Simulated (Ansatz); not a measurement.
C2H3F2NSi (`N=C1C(F)[SiH]1F`), charge 0, multiplicity 1.

Task: Give a relaxed structure at PBE0-D4/def2-TZVP (Ansatz). (Estimate.)

Result: Ansatz gave: 
Cartesian coordinates in Å:
```
N -1.958 -0.080 0.422
C -0.764 0.225 0.169
C 0.612 -0.077 0.674
F 0.886 -1.154 1.462
Si 0.498 0.220 -1.177
F 1.295 1.453 -1.785
H -2.030 -0.569 1.321
H 1.047 0.842 1.092
H 0.415 -0.861 -2.177
```
This is one stationary point; other conformers may exist.
